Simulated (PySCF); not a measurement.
C₂H₆BFO, SMILES CB(F)CO.

Geometry: ωB97X-D3(BJ)/def2-SVP. This is a generated structure with no PubChem entry under its InChIKey; it may be hypothetical. One conformer was computed; it need not be the lowest.

Two levels are set side by side: TDDFT-PBE/def2-SVPD (PySCF) and TDDFT-B3LYP/def2-SVPD (PySCF). Vertical, same geometry. The lowest singlet is HOMO→LUMO 100 % with PBE and HOMO−1→LUMO 98 % with the other functional; states are paired by order. Differences are taken from unrounded values.

```
quantity                              TDDFT-PBE
------------------------------------  ---------
lowest singlet excitation (eV)             5.49
lowest triplet excitation (TDA) (eV)       5.28
```

These are the TDDFT-PBE values. What does TDDFT-B3LYP give? (An estimate is asked for; the answer gives what the named calculation found.)


| quantity | TDDFT-B3LYP | TDDFT-PBE minus TDDFT-B3LYP |
|---|---|---|
| lowest singlet excitation (eV) | 6.47 | -0.98 |
| lowest triplet excitation (TDA) (eV) | 5.99 | -0.72 |

A lower first singlet is the usual sign of a functional without exact exchange. Differences between two approximate levels are no errors against the true value.

Rough cost on one machine, each run with all the roots and properties that it gave: TDDFT-B3LYP against TDDFT-PBE about 3 times.
